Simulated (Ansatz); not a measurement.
`[CH3][GeH2][TeH]` + H₂ → `[GeH3][TeH]` + CH₄ at 400 K and 1 bar (hydrogenolysis of a Ge–C bond).

Program: Ansatz. Geometries: PBE0-D4/def2-TZVP. ΔE: electronic, gas phase. CBS: MP2 limit from def2 TZ/QZ plus the TZ coupled-cluster correction, frozen cores. This one scheme is used for every species. Elements past krypton have def2 core potentials. For Ge, Te outer-core shells are correlated without core-valence functions, which leaves a few kJ/mol of doubt a bond. Scalar relativity is left out up to krypton.

```csv
species,CCSD(T)/CBS energy (Eh),H − E (kJ/mol),S (J/(mol·K))
`[CH3][GeH2][TeH]`,-2385.52242,185.9,381.2
H₂,-1.17544,38.0,139.0
`[GeH3][TeH]`,-2346.24724,101.5,333.5
CH₄,-40.46206,131.3,197.2
```

H − E and S are ideal-gas, rigid-rotor, harmonic terms from PBE0-D4/def2-TZVP, for one conformer and one mirror image of each species. For small species the MP2-based limit differs from directly extrapolated CCSD(T) by up to some mEh (0.8 for H₂); such offsets cancel only in part. 1 Eh = 2625.50 kJ/mol, R = 8.31446 J/(mol·K).

Task: By hand: ΔE, ΔH, ΔS and ΔG.

Result: ΔE = (-2346.24724) + (-40.46206) − (-2385.52242) − (-1.17544) = -0.01144 Eh = -30.0 kJ/mol. Δ(H − E) = 101.5 + 131.3 − 185.9 − 38.0 = 8.9, so ΔH = -21.1 kJ/mol. ΔS = 333.5 + 197.2 − 381.2 − 139.0 = 10.5 J/(mol·K). ΔG = -21.1 − 400 × (10.5)/1000 = -25.3 kJ/mol.

Task: By hand: the equilibrium constant, and the temperature at which ΔG would vanish if ΔH and ΔS stayed fixed.

Result: log₁₀ K = −ΔG/(RT ln 10) = 3.3. ΔH and −TΔS have one sign here, so there is no such temperature.

The number of gas molecules stays the same, so ΔS is small and ΔH decides. A doubt of 5 kJ/mol in ΔE shifts log₁₀ K by 0.7 here. Other conformers and mirror images would add mixing entropy, several J/(mol·K) or more a flexible species. These are equilibria of isolated gas molecules and say nothing of rates. Largest T1 diagnostic: 0.011 (customary marks: 0.02 for closed shells, 0.045 for open ones).

ΔS is within the doubt of such terms, so its sign, and with it that verdict, could turn.
